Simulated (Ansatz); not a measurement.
One change: `CS[SiH](N)Cl` becomes `C[SiH](N)Cl`.

Ansatz, PBE0-D4/def2-TZVP geometries, multiplicity 1. Each molecule was computed in one conformer, which needn't be the lowest.

```tsv
property	`CS[SiH](N)Cl`
LUMO energy (PBE0/def2-TZVPP) / eV	0.24
HOMO–LUMO gap (PBE0/def2-TZVPP) / eV	7.38
HOMO energy (PBE0/def2-TZVPP) / eV	-7.14
HOMO energy (ωB97M-V/def2-TZVPP) / eV	-9.33
HOMO–LUMO gap (PBE/def2-TZVPP) / eV	5.22
LUMO energy (ωB97M-V/def2-TZVPP) / eV	1.99
```

Problem. Give the same properties after the change, and the shifts. (Estimate.)

Solution. Computed: 
```json
{"property": "LUMO energy (PBE0/def2-TZVPP) / eV", "`C[SiH](N)Cl`": "0.76", "shift": "0.52"}
{"property": "HOMO–LUMO gap (PBE0/def2-TZVPP) / eV", "`C[SiH](N)Cl`": "8.60", "shift": "1.22"}
{"property": "HOMO energy (PBE0/def2-TZVPP) / eV", "`C[SiH](N)Cl`": "-7.84", "shift": "-0.70"}
{"property": "HOMO energy (ωB97M-V/def2-TZVPP) / eV", "`C[SiH](N)Cl`": "-10.20", "shift": "-0.87"}
{"property": "HOMO–LUMO gap (PBE/def2-TZVPP) / eV", "`C[SiH](N)Cl`": "6.32", "shift": "1.10"}
{"property": "LUMO energy (ωB97M-V/def2-TZVPP) / eV", "`C[SiH](N)Cl`": "2.19", "shift": "0.20"}
```

With PBE0 the HOMO falls by 0.70 eV and the LUMO rises by 0.52 eV, so the gap widens by about 1.22 eV. PBE moves the HOMO by -0.46 eV and ωB97M-V by -0.87 eV. The zero-point energy changes by -7.1 kJ/mol with -3 modes.
